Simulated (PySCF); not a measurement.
H3InOS2, SMILES [OH][In]([SH])[SH].

Geometry optimised at B3LYP-D3(BJ)/def2-SVP. The structure was generated by enumeration; whether it is a known compound was not checked. The def2 effective core potentials stand for the cores of In; spin–orbit coupling is left out. Other conformers were not sampled.

Calculation: PySCF with B3LYP/def2-TZVP.

Symmetry labels are those of the subgroup Cs that the program uses (full group Cs).

### Question
List the valence orbital energies around the gap with their symmetry. (The exact figures need the calculation; the answer reports its results.)

### Answer

| orbital | symmetry | energy (eV) |
|---|---|---|
| HOMO−7 | A' | -11.58 |
| HOMO−6 | A' | -11.18 |
| HOMO−5 | A' | -10.44 |
| HOMO−4 | A' | -8.81 |
| HOMO−3 | A" | -8.61 |
| HOMO−2 | A' | -8.26 |
| HOMO−1 | A" | -7.66 |
| HOMO | A" | -7.37 |
| LUMO | A' | -2.34 |
| LUMO+1 | A" | -1.26 |
| LUMO+2 | A' | -0.25 |
| LUMO+3 | A' | -0.12 |
